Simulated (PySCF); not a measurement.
## Tc: excitation energy

Tc [Kr] 4d5 5s2 (6S) → Tc [Kr] 4d5 5s1 6s1 (8S), as a difference of total energies. All numbers are calculated (PySCF 2.14, a scalar-relativistic core potential, in aug-cc-pVDZ-PP with ECP28MDF (5s5p4d2f, 54 functions)). Correlated levels: valence: 4s2 4p6 frozen. The calculations carry no spin-orbit coupling.

| method | excitation energy (eV) |
| --- | --- |
| UHF | 3.316 |
| MP2 (valence) | 4.344 |
| SCS-MP2 (valence) | 4.643 |
| CCSD (valence) | 4.447 |
| CCSD(T) (valence) | 4.524 |

How much does correlation contribute at CCSD(T) (valence)?

4.524 − (3.316) = 1.208 eV, measured against UHF.

The promoted electron is Rydberg-like, and one or two diffuse shells describe it only roughly, which tends to raise the upper state.
